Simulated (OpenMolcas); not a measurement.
A calculation on O-.

- Program: OpenMolcas 26.06
- Method: CASSCF
- Basis: ANO-RCC-VTZP [4s3p2d1f]
- Scalar Hamiltonian: DKH2, point nucleus
- Active space: 7 electrons in 4 orbitals (2s 2p)
- State averaging: 2S+1 = 2 even, 1 root (0 in the spin-orbit step); 2S+1 = 2 odd, 3 roots
- Spin-orbit coupling: state interaction with AMFI integrals over the reference wave functions, term energies averaged over their components

(1) Which level of the active space comes out lowest?

(2) How high does 2s2 2p5 2P* 1/2 lie?

## Answers

(1) 2s2 2p5 2P* 3/2, with 100 % of that term.

(2) 182 cm-1 above the lowest level.

Without dynamic correlation excited terms often stand tens of per cent too high (terms of higher spin than the ground term too low), and those without a measured partner can miss by more than the paired ones. No diffuse functions were added, so excited terms of the anion can stand markedly too high. Only configurations of the active space appear.

* marks odd parity.
